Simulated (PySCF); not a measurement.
This script is equivalent to a calculation on Fe³⁺ (iron, charge +3).

```python
from pyscf import gto, scf, dft, mp, cc
import basis_set_exchange as bse
mol = gto.M(atom="Fe 0 0 0", charge=3, spin=5, symmetry="D2h",
            basis=gto.basis.parse(bse.get_basis("aug-cc-pVDZ-DK", elements=["Fe"], fmt="nwchem", header=False)),
            nucmod="G")
mf = scf.UHF(mol).sfx2c1e()
mf.irrep_nelec = {'Ag': (5, 3), 'B1g': (1, 0), 'B2g': (1, 0), 'B3g': (1, 0), 'B1u': (2, 2), 'B2u': (2, 2), 'B3u': (2, 2)}
mf.kernel()
```

Q: What total energy does it give?

A: -1269.49894 hartree (calculated).

Q: Which occupied shell lies highest, and where?

A: 3d α, at -56.212 eV.

Q: What is ⟨S²⟩, and what would a pure spin state give?

A: 8.751, against 8.75.
